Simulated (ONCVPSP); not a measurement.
**What the settings do to the ONCV potential of lanthanum (La)**

Base potential:

```
Element                 : lanthanum
Generator               : ONCVPSP 4.0.1
Type                    : optimised norm-conserving Vanderbilt (ONCV)
Functional              : PBE
Relativity              : scalar-relativistic
Frozen core             : [Kr]
Valence charge          : 21
Reference configuration : 4d10 5s2 5p6 5d1 6s0.5 (charge +1.5)
Partial waves           : 5s+6s: rc 2.40 bohr, ncon 4, nbas 9, qcut 5.6 1/bohr, 2 projectors; 5p: rc 1.70 bohr, ncon 5, nbas 9, qcut 4.2 1/bohr, 2 projectors, debl 0.6 Ha; 4d+5d: rc 1.40 bohr, ncon 3, nbas 7, qcut 12.3 1/bohr, 2 projectors; f scattering state at 0.16 Ha: rc 2.45 bohr, ncon 4, nbas 7, qcut 5.1 1/bohr, 2 projectors, debl 1 Ha
Local potential         : polynomial inside 1.10 bohr (lpopt 5, dvloc0 0 Ha)
Core correction         : Teter function, fcfact 1.5, rcfact 1.5
```

In the p channel the program set the typed energies aside and used -1.156, 0.250 Ha. In the f channel the program set the typed energies aside and used -0.494, 0.506 Ha.

All-electron outer shells of the reference configuration (PBE, scalar-relativistic, ld1.x):

| shell | level (eV) | outermost node (bohr) | outermost maximum (bohr) |
| --- | --- | --- | --- |
| 4d | -113.02 | 0.32 | 0.68 |
| 5s | -48.02 | 0.77 | 1.41 |
| 5p | -31.46 | 0.83 | 1.58 |
| 5d | -11.51 | 0.95 | 2.16 |
| 6s | -10.87 | 1.84 | 3.51 |

Cutoffs, loose and tight: the cutoffs (Ha) at which the residual kinetic energy of the hardest occupied pseudo-wave falls to 1 and 0.1 mHa per electron. They do not see the model core or the augmentation charge, which bear on the density cutoff. Test errors are all-electron minus pseudo excitation energies from the reference, over the configurations 4d10 5s2 5p6 5d1 6s2; 4d10 5s2 5p6 5d1 6s1; 4d10 5s2 5p6 5d1 6s0; 4d10 5s2 5p6 5d1 6s1.5. A dash means not determined; rows that change the core or the reference have their own tests.

A true bound ghost makes a file unfit for plane-wave use even where its test errors are small: the radial tests pick states by their node count and pass the ghost by.

```csv
change,outcome,"cutoff, loose","cutoff, tight",bound ghosts,GHOST(+) flags above zero,largest test error (meV)
base,"generated, projector energies reset by the program",55 Ha,79 Ha,s,p,+1.1
s: rc 2.08,"generated, projector energies reset by the program",55 Ha,79 Ha,s,p,+1.4
"core correction Teter function, fcfact 1.5, rcfact 1.52","generated, projector energies reset by the program",55 Ha,79 Ha,s,p,+1.1
"core correction Teter function, fcfact 3, rcfact 1.5","generated, projector energies reset by the program",55 Ha,79 Ha,s,p,+1.1
reference 4d10 5s2 5p6 5d1 6s1.75,"generated, projector energies reset by the program",55 Ha,79 Ha,s,none,-8.5
f: rc 2.3,"generated, projector energies reset by the program",55 Ha,79 Ha,s,p,+1.1
"local potential polynomial inside 0.90 bohr (lpopt 4, dvloc0 2 Ha)","generated, projector energies reset by the program",55 Ha,79 Ha,s,p,+1.1
```

What comes out with this change to the base: p: nbas 10?

outcome: generated, projector energies reset by the program; cutoff, loose: 55 Ha; cutoff, tight: 106 Ha; bound ghosts: s; GHOST(+) flags above zero: p; largest test error (meV): +1.1.
